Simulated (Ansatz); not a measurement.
`[BH2][GeH2][SiH3]` + H₂O → `[BH2][GeH2][OH]` + SiH₄ at 500 K and 1 bar (formal hydrolysis of a Ge–Si bond).

Isolated molecules relaxed with PBE0-D4/def2-TZVP in Ansatz; ΔE leaves out vibrations. CCSD(T)/CBS is the MP2 limit (def2-TZVPP, def2-QZVPP) plus CCSD(T) − MP2 in def2-TZVPP, frozen cores. This one scheme is used for every species. For Ge outer-core shells are correlated without core-valence functions, which leaves a few kJ/mol of doubt a bond. Scalar relativity is left out up to krypton. One conformer a species, not always the lowest.

| species | CCSD(T)/CBS energy (Eh) | H − E (kJ/mol) | S (J/(mol·K)) |
| --- | --- | --- | --- |
| `[BH2][GeH2][SiH3]` | -2394.15199 | 205.0 | 410.9 |
| H₂O | -76.37941 | 73.2 | 206.3 |
| `[BH2][GeH2][OH]` | -2179.06509 | 167.3 | 365.3 |
| SiH₄ | -291.46306 | 102.4 | 230.9 |

H − E and S are ideal-gas, rigid-rotor, harmonic terms from PBE0-D4/def2-TZVP, for one conformer and one mirror image of each species. 1 Eh = 2625.50 kJ/mol, R = 8.31446 J/(mol·K).

Task: By hand: ΔE, ΔH, ΔS and ΔG.

Result: ΔE = (-2179.06509) + (-291.46306) − (-2394.15199) − (-76.37941) = 0.00325 Eh = 8.5 kJ/mol. Δ(H − E) = 167.3 + 102.4 − 205.0 − 73.2 = -8.5, so ΔH = 0.0 kJ/mol. ΔS = 365.3 + 230.9 − 410.9 − 206.3 = -21.0 J/(mol·K). ΔG = 0.0 − 500 × (-21.0)/1000 = 10.5 kJ/mol.

Task: By hand: the equilibrium constant, and the temperature at which ΔG would vanish if ΔH and ΔS stayed fixed.

Result: log₁₀ K = −ΔG/(RT ln 10) = -1.1. With ΔH or ΔS at zero there is no such temperature.

TΔS isn't small against ΔH here. A doubt of 5 kJ/mol in ΔE shifts log₁₀ K by 0.5 here. Other conformers and mirror images would add mixing entropy, several J/(mol·K) or more a flexible species. These are equilibria of isolated gas molecules and say nothing of rates. Largest T1 diagnostic: 0.013 (customary marks: 0.02 for closed shells, 0.045 for open ones).
